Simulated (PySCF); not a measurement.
HfI₃, SMILES [I][Hf+]([I])[I], charge +1, multiplicity 1.

Coordinates come from a B3LYP-D3(BJ)/def2-SVP optimisation. The multiplicity is an assumed one; no other spin state was optimised. The isomer is the one that the SMILES or the coordinates give; other isomers of the formula were not compared. The def2 effective core potentials stand for the cores of Hf, I; spin–orbit coupling is left out.

These are ωB97X/def2-TZVP in PySCF values and carry that method's errors.

Symmetry labels are those of the subgroup Cs that the program uses (full group C3v).

Computed valence orbital energies around the gap with their symmetry:
```
orbital  symmetry  energy (eV)
-------  --------  -----------
HOMO−7         A"       -15.87
HOMO−6         A'       -15.87
HOMO−5         A'       -15.44
HOMO−4         A"       -15.44
HOMO−3         A'       -15.22
HOMO−2         A"       -14.60
HOMO−1         A'       -14.60
HOMO           A"       -14.04
LUMO           A'        -6.17
LUMO+1         A"        -5.57
LUMO+2         A'        -5.57
LUMO+3         A'        -4.81
```
